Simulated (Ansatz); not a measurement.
cyclo-(F2GeNMe)3 (C3H9F6Ge3N3), relaxed as a singlet with RKS PBE-D4/def2-SVP in Ansatz, starting from the GFN2-xTB geometry. Force threshold 0.03 eV/Å.

Start:

```csv
atom,x (Å),y (Å),z (Å)
Ge1,-0.705,-0.951,1.363
F2,-1.747,-2.334,1.411
F3,-0.526,-0.734,3.073
N4,-1.564,0.478,0.694
C5,-2.925,0.770,1.175
Ge6,-0.973,1.291,-0.795
F7,-1.248,2.988,-0.618
F8,-2.024,1.019,-2.155
N9,0.756,1.054,-1.215
C10,1.333,1.822,-2.332
Ge11,1.666,-0.363,-0.586
F12,3.192,0.189,0.022
F13,2.265,-1.340,-1.885
N14,0.841,-1.442,0.592
C15,1.609,-2.551,1.184
H16,-3.130,1.831,1.029
H17,-3.672,0.180,0.639
H18,-2.979,0.536,2.239
H19,2.415,1.873,-2.201
H20,0.920,2.831,-2.315
H21,1.109,1.355,-3.294
H22,0.911,-3.283,1.592
H23,2.268,-2.197,1.980
H24,2.208,-3.021,0.402
```

**Question.** Estimate the energy that the relaxation releases and the steps that it takes.

**Answer.** 6.0 kcal/mol, in 11 steps; 79 s on 2 threads of AMD EPYC 7R13 on a shared host and a share (18 GiB) of an NVIDIA H100 80GB HBM3. The force fell under the threshold at step 8, but the optimiser went on and released 0.004 eV more. No frequencies were taken in this run, so the end may be a saddle point.

**Question.** Does the start keep its bonding and symmetry?

**Answer.** By distances, no bond broke or formed. The bond that changes most is Ge6–N9, from 1.80 to 1.82 Å (atoms count from 1).

**Question.** Predict the relaxed structure.

**Answer.** 
```
atom   x (Å)   y (Å)   z (Å)
 Ge1  -0.669  -0.911   1.495
  F2  -1.604  -2.375   1.691
  F3  -0.456  -0.417   3.159
  N4  -1.580   0.403   0.634
  C5  -2.829   0.906   1.243
 Ge6  -1.077   1.057  -0.989
  F7  -1.557   2.735  -1.070
  F8  -1.988   0.351  -2.304
  N9   0.721   0.970  -1.265
 C10   1.342   1.936  -2.196
Ge11   1.774  -0.310  -0.522
 F12   3.180   0.476   0.156
 F13   2.510  -1.363  -1.707
 N14   0.867  -1.380   0.639
 C15   1.462  -2.696   0.967
 H16  -3.034   1.934   0.884
 H17  -3.703   0.264   1.002
 H18  -2.717   0.955   2.345
 H19   2.357   2.204  -1.838
 H20   0.743   2.867  -2.225
 H21   1.424   1.532  -3.227
 H22   0.658  -3.417   1.211
 H23   2.160  -2.636   1.828
 H24   2.015  -3.084   0.089
```
Bond lengths: 6 × F–Ge 1.75 Å; 6 × Ge–N 1.82 Å; 3 × C–N 1.48 Å; 9 × C–H 1.11 Å.
